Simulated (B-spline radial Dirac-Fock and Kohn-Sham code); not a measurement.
**Photoemission from Ir⁷⁺ at 13600 eV, detector at θ = 90°, φ = 0°**

System: iridium as Ir⁷⁺, [Xe] 4f14 5d2. Method: Dirac-Hartree-Slater photoionisation with a Latter tail; cross sections with all multipoles, angular parameters from the dipole term and its interference with E2. Computed with an atomic code on a B-spline grid. Thresholds are orbital energies of the model. For linearly polarised light dσ/dΩ = σ/(4π) [1 + β P₂(cos θ) + (δ + γ cos²θ) sin θ cos φ], with θ from the polarisation vector and φ the angle between the beam and the projection of the electron momentum on the plane normal to the polarisation. The dipole factor is 1 + βP₂ and the non-dipole term is the rest of the bracket. Open shells are filled statistically over j.

```csv
subshell,threshold (eV),σ (kb),β,γ,δ,dipole factor,non-dipole term,dσ/dΩ (kb/sr)
2s,13510.4,8.38,1.93,1.91,0.000,0.033,0.000,0.0225
2p1/2,12973.7,15.0,1.19,-0.63,-0.020,0.407,-0.020,0.461
2p3/2,11328.1,23.1,1.46,-0.16,0.054,0.270,+0.054,0.596
3s,3259.1,2.20,1.94,-0.15,-0.003,0.028,-0.003,0.00434
3p1/2,3013.7,2.45,1.52,0.86,0.024,0.240,+0.024,0.0516
3p3/2,2651.7,3.89,1.65,1.04,0.040,0.174,+0.040,0.0663
3d3/2,2236.1,1.40,1.12,1.87,0.231,0.441,+0.231,0.0751
3d5/2,2157.4,1.79,0.98,1.80,0.267,0.508,+0.267,0.111
4s,787.8,0.575,1.95,-0.07,-0.003,0.027,-0.003,0.00112
4p1/2,682.8,0.571,1.51,1.01,0.022,0.243,+0.022,0.0120
4p3/2,596.6,0.888,1.65,1.18,0.036,0.175,+0.036,0.0149
4d3/2,422.6,0.300,1.09,1.90,0.219,0.456,+0.219,0.0161
4d5/2,406.4,0.380,0.94,1.82,0.259,0.529,+0.259,0.0239
4f5/2,182.8,0.0179,0.59,1.78,0.579,0.704,+0.579,0.00183
4f7/2,179.4,0.0215,0.57,1.72,0.602,0.714,+0.602,0.00225
5s,207.0,0.120,1.95,-0.04,-0.003,0.027,-0.003,0.000232
5p1/2,172.1,0.105,1.51,1.04,0.021,0.244,+0.021,0.00222
5p3/2,156.2,0.162,1.65,1.21,0.035,0.176,+0.035,0.00272
5d3/2,105.5,0.00822,1.08,1.90,0.217,0.459,+0.217,0.000442
5d5/2,103.3,0.0104,0.93,1.82,0.258,0.533,+0.258,0.000657
```
